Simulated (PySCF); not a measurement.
**Polarisability and C₆ of P⁺ (phosphorus, charge +1)**

[Ne] 3s2 3p2, high-spin 3P determinant. Computed with PySCF 2.14 in aug-cc-pVTZ-DK (6s5p3d2f, 50 functions), with the spin-free X2C one-electron Hamiltonian (Gaussian nucleus). Coupled (time-dependent) response in atomic units; α is the mean over directions.

```csv
method,mean α (bohr³),"α xx, yy, zz",C₆ (like pair),S(−4)
UHF,14.41,"13.98, 14.63, 14.63",74.73,68.99
PBE,14.40,"13.74, 14.73, 14.73",74.34,67.88
PBE0,14.26,"13.70, 14.54, 14.54",73.54,66.02
BHandHLYP,14.16,"13.64, 14.42, 14.42",72.80,64.71
PBEsol,14.43,"13.73, 14.78, 14.78",74.57,68.19
```

S(−4) is the Cauchy moment in α(ω) = α(0) + S(−4) ω² + …

α(iu) at PBE0:

```tsv
u (hartree)	α(iu) (bohr³)
0	14.26
0.0500	14.10
0.100	13.64
0.200	12.07
0.300	10.17
0.500	6.839
0.750	4.235
1.00	2.793
1.50	1.446
2.00	0.8823
3.00	0.4347
5.00	0.1788
```

For an ion, C₆ is the dispersion term alone; charge-induced terms of lower order in 1/R come first.

The components differ because the open shell of this determinant is not spherical; for a pure term their mean is the scalar polarisability.
